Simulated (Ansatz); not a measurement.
Calculated with Ansatz (gas phase, PBE0-D4/def2-TZVP geometries, no zero-point term in ΔE). CCSD(T)/CBS adds triple-zeta CCSD(T) − MP2 to the extrapolated MP2 energy (def2 sets, frozen cores). This one scheme is used for every species. Functionals use def2-TZVPP. Each species was taken in one conformer, which may not be the lowest.

`C[SiH](O)[Si](O)(F)F` + H–F → `O[Si](F)(F)F` + `C[SiH2]O`  (cleavage of the Si–Si bond)

CCSD(T)/CBS gives -161.9 kJ/mol.

(1) Another level gave -174.1 kJ/mol. Which?
A. PBE-D4/def2-TZVPP
B. PBE0/def2-TZVPP
C. CCSD(T)/def2-TZVPP
D. SCS-MP2/def2-TZVPP

Largest T1 diagnostic among the species: 0.012.

Results:

(1) D. SCS-MP2/def2-TZVPP -174.1, CCSD(T)/def2-TZVPP -165.6, PBE-D4 -131.5, PBE0 -150.8 kJ/mol.

In def2-TZVPP, CCSD(T) changes the Hartree–Fock value by +33.8 kJ/mol (the triples alone add +5.2 kJ/mol) and MP2 by +30.5 kJ/mol. From PBE to PBE0 (25 % exact exchange), in def2-TZVPP and without D4, ΔE moves by −11.2 kJ/mol.
